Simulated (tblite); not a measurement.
Record of a relaxation.

C7H13ClOSi.
SMILES with atom numbers: `[CH3:1][CH2:2]/[C:3]([CH3:4])=[C:5](\[CH:6]=[O:7])[CH2:8][SiH2:9][Cl:10]` (hydrogens: H11, H12, H13 on C1; H14, H15 on C2; H16, H17, H18 on C4; H19 on C6; H20, H21 on C8; H22, H23 on Si9)

Computed with GFN2-xTB (tblite), gas phase: L-BFGS steps from a force-field or distance-geometry start until the largest atomic force falls under 0.01 eV/Å. 8 of its 245 geometries are shown.

Step 0: E = -868.9677 eV, largest atomic force 3.668 eV/Å
```
atom  x, y, z in Å  |  force x, y, z in eV/Å
C1      2.420   -1.228    0.711    2.483  -1.157   1.299
C2      2.026    0.023    0.015    2.498   2.006   0.790
C3      0.687    0.315   -0.377   -0.225   2.295  -1.600
C4      0.498    1.683   -1.082    2.216  -0.798   0.805
C5     -0.416   -0.370   -0.248   -1.555  -1.090  -0.151
C6     -0.565   -1.679    0.348   -3.585  -0.565  -0.533
O7     -1.726   -2.160    0.359    1.905   0.372   0.164
C8     -1.692    0.230   -0.781   -0.607  -0.795   0.174
Si9    -2.849    0.354    0.705   -0.714   0.235   0.082
Cl10   -2.858    2.385    1.265    0.030  -0.814  -0.161
H11     3.555   -1.124    0.859   -1.256  -0.174   0.030
H12     2.027   -1.341    1.763    0.057   0.073  -1.356
H13     2.367   -2.163    0.133   -0.581   0.435   0.213
H14     2.714    0.256   -0.855   -0.560  -0.582   0.596
H15     2.324    0.867    0.751   -0.367  -0.809  -0.782
H16     1.532    2.064   -1.159   -0.530   0.472  -0.058
H17    -0.086    2.296   -0.397    0.057   0.198  -0.613
H18     0.137    1.552   -2.099   -0.248   0.226   0.308
H19     0.197   -2.280    0.794    0.816  -0.019   0.065
H20    -2.115   -0.429   -1.561    0.179   0.269   0.420
H21    -1.611    1.233   -1.167    0.183  -0.204  -0.314
H22    -2.394   -0.453    1.815   -0.129   0.317   0.412
H23    -4.180   -0.004    0.217   -0.066   0.110   0.212
```

Step 35: E = -870.0043 eV, largest atomic force 0.105 eV/Å
```
atom  x, y, z in Å  |  force x, y, z in eV/Å
C1      2.467   -1.251    0.734    0.012  -0.035  -0.031
C2      2.116    0.058    0.038    0.012  -0.026   0.014
C3      0.715    0.367   -0.418    0.017   0.017   0.059
C4      0.655    1.739   -1.038    0.012   0.009  -0.015
C5     -0.421   -0.357   -0.312    0.053  -0.017   0.040
C6     -0.565   -1.684    0.272   -0.034   0.014   0.000
O7     -1.646   -2.122    0.618   -0.002   0.015  -0.043
C8     -1.765    0.158   -0.743    0.057  -0.033  -0.006
Si9    -2.953    0.325    0.745   -0.011   0.079   0.068
Cl10   -3.037    2.337    1.134   -0.014  -0.050  -0.054
H11     3.518   -1.219    1.019   -0.024   0.021   0.041
H12     1.873   -1.407    1.632    0.030   0.060  -0.024
H13     2.343   -2.100    0.068    0.002  -0.033  -0.036
H14     2.752    0.153   -0.852   -0.009  -0.029   0.046
H15     2.410    0.875    0.708   -0.062   0.001  -0.032
H16     1.641    2.194   -1.071    0.029   0.023   0.006
H17    -0.002    2.399   -0.475   -0.024  -0.014   0.053
H18     0.277    1.684   -2.056   -0.022  -0.006  -0.069
H19     0.325   -2.316    0.368   -0.048   0.034  -0.028
H20    -2.200   -0.589   -1.407   -0.006   0.003  -0.063
H21    -1.695    1.092   -1.291    0.019   0.003  -0.021
H22    -2.528   -0.221    2.022    0.004   0.005   0.035
H23    -4.285   -0.087    0.314    0.009  -0.041   0.060
```

Step 70: E = -870.1080 eV, largest atomic force 0.061 eV/Å
```
atom  x, y, z in Å  |  force x, y, z in eV/Å
C1      2.351   -1.302    0.759    0.006  -0.015   0.011
C2      2.104    0.019    0.045    0.000   0.001   0.021
C3      0.737    0.380   -0.466   -0.002  -0.020  -0.023
C4      0.709    1.780   -1.019   -0.004   0.000  -0.007
C5     -0.406   -0.332   -0.412   -0.001  -0.036   0.019
C6     -0.597   -1.643    0.179   -0.013  -0.053   0.027
O7     -1.645   -1.946    0.720    0.040   0.034  -0.016
C8     -1.748    0.220   -0.793    0.007   0.022   0.021
Si9    -2.811    0.267    0.801    0.004  -0.017   0.034
Cl10   -3.631    2.153    0.777   -0.010  -0.025  -0.011
H11     3.345   -1.276    1.204    0.010  -0.024  -0.033
H12     1.635   -1.464    1.562   -0.018   0.039  -0.019
H13     2.316   -2.139    0.069    0.003  -0.019   0.012
H14     2.785    0.086   -0.812    0.012  -0.013   0.035
H15     2.389    0.826    0.728    0.011   0.027   0.008
H16     1.699    2.228   -0.986   -0.006   0.007  -0.041
H17     0.034    2.404   -0.434    0.009   0.013  -0.005
H18     0.359    1.783   -2.049    0.016   0.012  -0.010
H19     0.197   -2.393    0.088   -0.009   0.000  -0.007
H20    -2.219   -0.470   -1.496    0.016   0.036   0.005
H21    -1.670    1.185   -1.278   -0.052   0.031   0.005
H22    -1.990    0.300    2.007   -0.019   0.002   0.006
H23    -3.948   -0.637    0.816   -0.002  -0.004  -0.032
```

Step 105: E = -870.1580 eV, largest atomic force 0.087 eV/Å
```
atom  x, y, z in Å  |  force x, y, z in eV/Å
C1      2.367   -1.289    0.785   -0.007   0.006   0.005
C2      2.156    0.016    0.029   -0.021  -0.019  -0.034
C3      0.798    0.389   -0.497   -0.018   0.010  -0.014
C4      0.830    1.696   -1.240   -0.001   0.000  -0.003
C5     -0.393   -0.220   -0.287   -0.003  -0.030  -0.006
C6     -0.619   -1.533    0.262    0.008  -0.061   0.019
O7     -1.697   -1.857    0.739    0.083  -0.003  -0.027
C8     -1.709    0.428   -0.594   -0.008   0.023   0.029
Si9    -2.949    0.042    0.823   -0.053   0.007   0.015
Cl10   -4.017    1.823    0.894   -0.007  -0.020  -0.033
H11     3.374   -1.293    1.198   -0.003   0.010   0.036
H12     1.659   -1.385    1.605    0.020  -0.002   0.021
H13     2.285   -2.154    0.132   -0.029   0.032  -0.019
H14     2.855    0.047   -0.813    0.008  -0.032  -0.017
H15     2.443    0.845    0.690    0.002  -0.032  -0.016
H16     1.852    1.980   -1.482   -0.022   0.014   0.017
H17     0.389    2.497   -0.645    0.017  -0.030  -0.004
H18     0.263    1.619   -2.167   -0.007   0.017   0.029
H19     0.161   -2.293    0.166    0.022   0.000   0.029
H20    -2.102    0.011   -1.525   -0.016   0.061   0.029
H21    -1.609    1.500   -0.725   -0.003   0.024  -0.055
H22    -2.340    0.075    2.150   -0.023  -0.011  -0.004
H23    -4.002   -0.915    0.512    0.060   0.035   0.003
```

Step 139: E = -870.2060 eV, largest atomic force 0.103 eV/Å
```
atom  x, y, z in Å  |  force x, y, z in eV/Å
C1      2.414   -1.212    0.835    0.006  -0.037  -0.024
C2      2.224   -0.133   -0.225   -0.052  -0.013  -0.005
C3      0.837    0.368   -0.510   -0.038   0.011  -0.017
C4      0.842    1.678   -1.239    0.001   0.039   0.018
C5     -0.359   -0.158   -0.139   -0.011   0.019   0.034
C6     -0.588   -1.479    0.378   -0.007  -0.014  -0.002
O7     -1.669   -1.831    0.825    0.031   0.035  -0.027
C8     -1.626    0.634   -0.277   -0.004   0.025   0.050
Si9    -3.108   -0.091    0.701    0.080  -0.060  -0.025
Cl10   -4.431    1.497    0.495   -0.013   0.058   0.031
H11     3.437   -1.184    1.204    0.010   0.028   0.014
H12     1.738   -1.062    1.675    0.051   0.012  -0.003
H13     2.252   -2.201    0.418   -0.010  -0.056   0.056
H14     2.660   -0.481   -1.168   -0.002   0.052   0.015
H15     2.797    0.751    0.077   -0.007  -0.054  -0.035
H16     1.792    1.849   -1.739    0.012  -0.039  -0.009
H17     0.683    2.502   -0.543   -0.025   0.006   0.038
H18     0.038    1.717   -1.972    0.034   0.005  -0.011
H19     0.209   -2.223    0.295    0.021  -0.006   0.005
H20    -1.903    0.689   -1.332   -0.049   0.036  -0.050
H21    -1.452    1.662    0.050   -0.029  -0.043  -0.057
H22    -2.899   -0.130    2.140   -0.020   0.045   0.054
H23    -3.893   -1.134    0.063    0.022  -0.051  -0.050
```

Step 174: E = -870.2455 eV, largest atomic force 0.099 eV/Å
```
atom  x, y, z in Å  |  force x, y, z in eV/Å
C1      2.503   -1.060    0.866    0.035   0.041   0.006
C2      2.127   -0.394   -0.467    0.061  -0.001  -0.049
C3      0.829    0.368   -0.498    0.001   0.016   0.005
C4      0.911    1.779   -0.988   -0.002   0.004  -0.050
C5     -0.380   -0.125   -0.131    0.010   0.038  -0.013
C6     -0.581   -1.457    0.371   -0.004   0.019   0.000
O7     -1.646   -1.827    0.838   -0.001  -0.029  -0.036
C8     -1.636    0.686   -0.214   -0.028   0.023   0.040
Si9    -3.166   -0.160    0.574    0.039  -0.008  -0.032
Cl10   -4.581    1.317    0.208   -0.002   0.056   0.047
H11     3.581   -1.014    1.009   -0.011  -0.005  -0.024
H12     2.034   -0.544    1.699   -0.022  -0.001  -0.004
H13     2.218   -2.108    0.903   -0.016   0.027   0.021
H14     2.097   -1.141   -1.268    0.024  -0.027   0.092
H15     2.926    0.305   -0.726   -0.025  -0.012  -0.007
H16     1.868    2.003   -1.454    0.004  -0.058   0.047
H17     0.767    2.474   -0.158   -0.015  -0.045  -0.022
H18     0.122    1.974   -1.711   -0.035   0.038  -0.005
H19     0.254   -2.165    0.324   -0.029   0.004  -0.025
H20    -1.854    0.894   -1.266   -0.006  -0.012   0.014
H21    -1.486    1.665    0.249    0.009  -0.037   0.024
H22    -3.133   -0.200    2.030   -0.012   0.009  -0.009
H23    -3.778   -1.243   -0.181    0.024  -0.041  -0.020
```

Step 209: E = -870.3648 eV, largest atomic force 0.151 eV/Å
```
atom  x, y, z in Å  |  force x, y, z in eV/Å
C1      2.636   -0.619    0.863    0.009   0.005   0.078
C2      2.045   -0.602   -0.557    0.028  -0.048   0.014
C3      0.787    0.216   -0.546    0.052  -0.006  -0.036
C4      0.978    1.662   -0.865   -0.001   0.051   0.044
C5     -0.437   -0.235   -0.178    0.035  -0.012   0.011
C6     -0.709   -1.609    0.154    0.065   0.055  -0.030
O7     -1.795   -1.984    0.561   -0.030  -0.007   0.010
C8     -1.618    0.678   -0.071    0.100  -0.008  -0.006
Si9    -3.225   -0.175    0.503   -0.090  -0.086   0.030
Cl10   -4.512    1.454    0.426    0.002  -0.028  -0.024
H11     3.700   -0.854    0.832   -0.130  -0.076   0.006
H12     2.521    0.358    1.336    0.043  -0.102  -0.097
H13     2.123   -1.353    1.486    0.067   0.087  -0.078
H14     1.883   -1.621   -0.915   -0.024   0.068   0.106
H15     2.767   -0.134   -1.231   -0.042  -0.023   0.013
H16     2.015    1.880   -1.103    0.016   0.043   0.011
H17     0.669    2.283   -0.026   -0.008   0.029   0.044
H18     0.360    1.960   -1.709   -0.064  -0.040  -0.061
H19     0.094   -2.350    0.024    0.002   0.065   0.023
H20    -1.787    1.156   -1.037   -0.044   0.022  -0.083
H21    -1.386    1.500    0.614    0.020  -0.038   0.018
H22    -3.295   -0.501    1.919    0.036  -0.010   0.020
H23    -3.821   -1.084   -0.468   -0.044   0.058  -0.014
```

Step 244: E = -870.4093 eV, largest atomic force 0.009 eV/Å
```
atom  x, y, z in Å  |  force x, y, z in eV/Å
C1      2.662   -0.607    0.870    0.006   0.000   0.004
C2      2.039   -0.590   -0.531   -0.005  -0.001   0.001
C3      0.794    0.246   -0.522   -0.003  -0.001  -0.007
C4      0.978    1.697   -0.820   -0.001  -0.005   0.002
C5     -0.438   -0.222   -0.203   -0.001   0.004  -0.004
C6     -0.700   -1.598    0.118    0.005   0.004   0.004
O7     -1.800   -1.995    0.464    0.000  -0.004   0.001
C8     -1.643    0.661   -0.139    0.005   0.005   0.000
Si9    -3.218   -0.221    0.500   -0.001  -0.001   0.004
Cl10   -4.513    1.405    0.539   -0.005   0.003  -0.006
H11     3.587   -1.177    0.863    0.003  -0.001  -0.005
H12     2.882    0.405    1.201    0.001  -0.008  -0.003
H13     1.977   -1.060    1.582    0.006   0.006   0.000
H14     1.835   -1.613   -0.848   -0.001   0.003   0.002
H15     2.756   -0.162   -1.234   -0.003  -0.001   0.006
H16     2.024    1.945   -0.981   -0.001  -0.001  -0.002
H17     0.592    2.310   -0.005    0.000   0.002   0.001
H18     0.411    1.970   -1.711   -0.001   0.002   0.004
H19     0.125   -2.319    0.051    0.006  -0.004   0.000
H20    -1.841    1.078   -1.130    0.001  -0.003   0.001
H21    -1.432    1.522    0.500   -0.005  -0.004   0.004
H22    -3.194   -0.571    1.915   -0.002   0.002  -0.009
H23    -3.887   -1.077   -0.470   -0.003   0.003   0.002
```

Q: Summarise the path.

A: The energy falls by 1.4416 eV from step 0 to step 244; nine tenths of that is first reached at step 181. It rises by more than 0.2 meV at step 172. The largest force goes from 3.668 to 0.009 eV/Å. Among the bonds C2–C3 changes most, from 1.426 to 1.499 Å; the atoms move by 1.207 Å rms after alignment.

Q: Follow the three bonds and two angles with the largest change from start to end.

A: 
| step | E above end (eV) | largest force (eV/Å) | C2–C3 (Å) | C2–H15 (Å) | C1–H11 (Å) | C1–C2–C3 (°) | H17–C4–H18 (°) |
| --- | --- | --- | --- | --- | --- | --- | --- |
| 0 | 1.4416 | 3.668 | 1.426 | 1.159 | 1.150 | 123.4 | 118.5 |
| 11 | 0.4818 | 0.189 | 1.506 | 1.095 | 1.089 | 122.8 | 109.4 |
| 21 | 0.4311 | 0.121 | 1.504 | 1.096 | 1.089 | 122.8 | 107.9 |
| 32 | 0.4120 | 0.124 | 1.507 | 1.097 | 1.090 | 122.3 | 107.2 |
| 42 | 0.3960 | 0.093 | 1.505 | 1.097 | 1.089 | 121.6 | 108.1 |
| 53 | 0.3628 | 0.178 | 1.505 | 1.098 | 1.090 | 120.8 | 107.8 |
| 64 | 0.3111 | 0.109 | 1.501 | 1.096 | 1.088 | 121.1 | 108.0 |
| 74 | 0.2985 | 0.057 | 1.505 | 1.096 | 1.089 | 120.9 | 107.9 |
| 85 | 0.2880 | 0.105 | 1.504 | 1.096 | 1.089 | 120.3 | 107.8 |
| 95 | 0.2727 | 0.084 | 1.503 | 1.097 | 1.090 | 120.1 | 107.7 |
| 106 | 0.2502 | 0.085 | 1.502 | 1.097 | 1.088 | 120.9 | 107.6 |
| 117 | 0.2406 | 0.048 | 1.503 | 1.098 | 1.089 | 121.1 | 107.7 |
| 127 | 0.2265 | 0.090 | 1.501 | 1.097 | 1.089 | 120.7 | 107.3 |
| 138 | 0.2051 | 0.093 | 1.501 | 1.096 | 1.088 | 119.2 | 107.0 |
| 149 | 0.1900 | 0.075 | 1.503 | 1.094 | 1.087 | 119.1 | 106.9 |
| 159 | 0.1837 | 0.052 | 1.505 | 1.094 | 1.088 | 119.6 | 107.0 |
| 170 | 0.1721 | 0.079 | 1.506 | 1.092 | 1.088 | 117.6 | 107.4 |
| 180 | 0.1445 | 0.093 | 1.506 | 1.090 | 1.088 | 114.6 | 106.3 |
| 191 | 0.1010 | 0.192 | 1.502 | 1.086 | 1.087 | 111.5 | 105.7 |
| 202 | 0.0669 | 0.151 | 1.497 | 1.091 | 1.083 | 109.2 | 106.8 |
| 212 | 0.0339 | 0.232 | 1.499 | 1.093 | 1.090 | 108.9 | 106.8 |
| 223 | 0.0027 | 0.059 | 1.500 | 1.092 | 1.088 | 110.3 | 106.5 |
| 233 | 0.0008 | 0.021 | 1.500 | 1.092 | 1.087 | 110.2 | 106.7 |
| 244 | 0.0000 | 0.009 | 1.499 | 1.092 | 1.087 | 109.8 | 106.6 |

The cost below is that of the whole relaxation. On Arm Neoverse V1, one thread (shared host), this took 3.0 s.
